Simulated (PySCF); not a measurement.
Run record for `CCC([SiH3])([SiH3])[SiH3]`: PBE0/def2-SVPD, TDA, 25 singlets.

Method: TDA PBE0/def2-SVPD, vertical, gas phase, core orbitals frozen in the response (PySCF 2.14.0, density-fitted response routines). Geometry: GFN2-xTB. A driver script takes a list of jobs; this job's settings line and coordinates (Å) are shown.

Command:
```bash
OMP_NUM_THREADS=1 python probes_run.py task.json out
```

Input:
```
{"job": {"kind": "uv", "xc": "PBE0", "basis": "def2-SVPD", "nstates": 25, "ntriplets": 5, "tda": true}, "charge": 0, "multiplicity": 1}
C     -2.170929    -0.053225    -0.521548
C     -0.800659    -0.673636    -0.763819
C      0.350620    -0.044014     0.038064
Si     0.578791     1.798054    -0.409376
Si     1.943097    -0.989377    -0.441394
Si     0.070609    -0.235232     1.917009
H     -2.169505     1.000842    -0.789040
H     -2.457135    -0.146175     0.523470
H     -2.922268    -0.558061    -1.127114
H     -0.576089    -0.599753    -1.833469
H     -0.861822    -1.741294    -0.526569
H     -0.486861     2.643251     0.140282
H      1.851528     2.287380     0.123631
H      0.576192     1.947086    -1.869233
H      2.174057    -0.872020    -1.885272
H      1.789936    -2.413088    -0.122960
H      3.103714    -0.460354     0.274116
H     -0.315626    -1.619785     2.211839
H     -0.984419     0.652450     2.417792
H      1.301620     0.087629     2.640556
```

Problem. What does the run print?

Solution. 
```
coarse grid: 16816 points
cycle   1  E = -990.1734982261  dE =  4.576e-02  |g| = 3.562e-01  |ddm| = 6.281e+00
cycle   2  E = -990.1506920338  dE =  2.281e-02  |g| = 4.517e-01  |ddm| = 1.637e+00
cycle   3  E = -990.2065299054  dE = -5.584e-02  |g| = 6.605e-02  |ddm| = 8.956e-01
cycle   4  E = -990.2076307528  dE = -1.101e-03  |g| = 2.645e-02  |ddm| = 1.945e-01
cycle   5  E = -990.2078117608  dE = -1.810e-04  |g| = 4.862e-03  |ddm| = 5.527e-02
cycle   6  E = -990.2078178759  dE = -6.115e-06  |g| = 1.184e-03  |ddm| = 1.612e-02
final grid: 144616 points
cycle   7  E = -990.3333010212  dE = -3.247e-05  |g| = 6.965e-03  |ddm| = 1.809e-01
cycle   8  E = -990.3332892431  dE =  1.178e-05  |g| = 9.519e-03  |ddm| = 2.746e-02
cycle   9  E = -990.3333139486  dE = -2.471e-05  |g| = 8.992e-04  |ddm| = 1.621e-02
cycle  10  E = -990.3333141644  dE = -2.158e-07  |g| = 2.047e-04  |ddm| = 2.138e-03
cycle  11  E = -990.3333141748  dE = -1.042e-08  |g| = 5.146e-05  |ddm| = 7.110e-04
cycle  12  E = -990.3333141756  dE = -8.513e-10  |g| = 1.399e-05  |ddm| = 2.323e-04
converged SCF energy = -990.3333141756

Static polarisability (au): isotropic 117.490, principal 112.823 117.784 121.864

Singlet excitations
state   eV       nm        f      main configurations
  1   7.2174    171.8   0.03579   H->L 0.98
  2   7.2478    171.1   0.02812   H-1->L 0.98
  3   7.4937    165.5   0.00691   H->L+1 0.78, H->L+2 0.19
  4   7.5537    164.1   0.00001   H-1->L+1 0.70, H-1->L+2 0.14, H->L+3 0.12
  5   7.6913    161.2   0.00878   H-1->L+3 0.84, H->L+4 0.10
  6   7.7193    160.6   0.00695   H->L+3 0.78, H-1->L+1 0.14
  7   7.8025    158.9   0.09626   H->L+2 0.78, H->L+1 0.18
  8   7.8299    158.3   0.08688   H-1->L+2 0.44, H-1->L+4 0.41, H-1->L+1 0.10
  9   7.8801    157.3   0.09581   H-1->L+4 0.52, H-1->L+2 0.37
 10   7.9090    156.8   0.05728   H->L+4 0.81
 11   8.2217    150.8   0.00082   H->L+6 0.32, H-3->L 0.31, H-1->L+7 0.14
 12   8.2940    149.5   0.00017   H-2->L 0.89
 13   8.3434    148.6   0.07314   H->L+5 0.73, H-1->L+6 0.11
 14   8.3582    148.3   0.05363   H-1->L+5 0.56, H->L+6 0.26
 15   8.3763    148.0   0.00344   H-3->L 0.48, H->L+6 0.32, H-1->L+5 0.13
 16   8.3885    147.8   0.01477   H->L+7 0.55, H-1->L+6 0.30
 17   8.4272    147.1   0.03833   H-1->L+7 0.73, H-1->L+5 0.11, H-3->L 0.10
 18   8.4521    146.7   0.00693   H-4->L 0.86
 19   8.5586    144.9   0.00173   H-5->L 0.81
 20   8.5704    144.7   0.00024   H-2->L+1 0.70, H-2->L+2 0.12
 21   8.6076    144.0   0.00051   H-2->L+3 0.32, H->L+8 0.22, H-3->L+1 0.18
 22   8.6764    142.9   0.01350   H-1->L+8 0.43, H-1->L+6 0.28, H->L+7 0.11
 23   8.6894    142.7   0.02397   H->L+8 0.39, H-6->L 0.20, H-2->L+3 0.18
 24   8.7180    142.2   0.00434   H-6->L 0.60, H->L+8 0.23
 25   8.8006    140.9   0.00227   H-1->L+8 0.37, H-2->L+2 0.20, H-1->L+6 0.14

Triplet excitations (Tamm-Dancoff, eV): 6.8109 6.8324 7.2016 7.2100 7.2625
```

The SCF starts on a coarse grid where the log names one; the energy can jump when the final grid takes over, and dE then counts from the start density on the new grid. H and L stand for HOMO and LUMO; the number after each pair is its weight.

Problem. Give S1 in cm⁻¹ and kJ/mol.

Solution. 7.2174 eV × 8065.54 = 58212 cm⁻¹; × 96.485 = 696.4 kJ/mol.

Problem. Give the mean polarisability as a volume in Å³, and the ratio of the largest to the smallest principal value.

Solution. 117.490 au × 0.148185 = 17.41 Å³; 121.864/112.823 = 1.08.

In short: SCF converged in 12 cycles with 244 basis and 933 fitting functions; HOMO -8.21 eV, LUMO 0.15 eV; lowest singlet 7.22 eV; lowest triplet 6.81 eV (Tamm–Dancoff); mean polarisability 117.5 au.

Problem. Estimate the wall time. Hardware: one thread of an Arm Neoverse V2, no GPU, shared host with 96 logical CPUs at a one-minute load of 12. And the peak memory of the process?

Solution. About 47 s (density and orbital grids were written too), with 0.99 GiB resident at the peak, the Python interpreter and its libraries included.

Shape of the structure used: `[CH3:1][CH2:2][C:3]([SiH3:4])([SiH3:5])[SiH3:6]`: C1–C2–C3–Si4 -62°.
